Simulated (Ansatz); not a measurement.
Species: SiHCl, charge 1, doublet. SiHCl+ (parent SMILES [SiH]Cl, doublet).
B3LYP-D3(BJ)/def2-TZVP minimum from Ansatz (a first-principles code):
```
Si
H 1 1.5065
Cl 1 1.9651 2 115.71
```
Charge +1, spin multiplicity 2.

Total energies in cc-pV(Q+d)Z, 11 correlated electrons, 10 frozen orbitals. Open shells are spin-unrestricted; no spin-orbit coupling. Correlated methods leave the cores frozen. No relativity. The spin of HClSi+ (parent SMILES [SiH]Cl, doublet) was assumed, and the state is the lowest solution found for it.

```tsv
method	program	energy (Eh)	minus CCSDT(Q) (mEh)
HF	Ansatz	-748.75196	327.24
MP2	Ansatz	-749.03569	43.51
CCSD	Ansatz	-749.06229	16.90
CCSD(T)	Ansatz	-749.07725	1.95
CCSDT(Q)	Ansatz	-749.07920	0.00
```

Rough core times of Ansatz's runs on a shared machine: CCSD(T) 80 s, CCSDT(Q) 2 h.
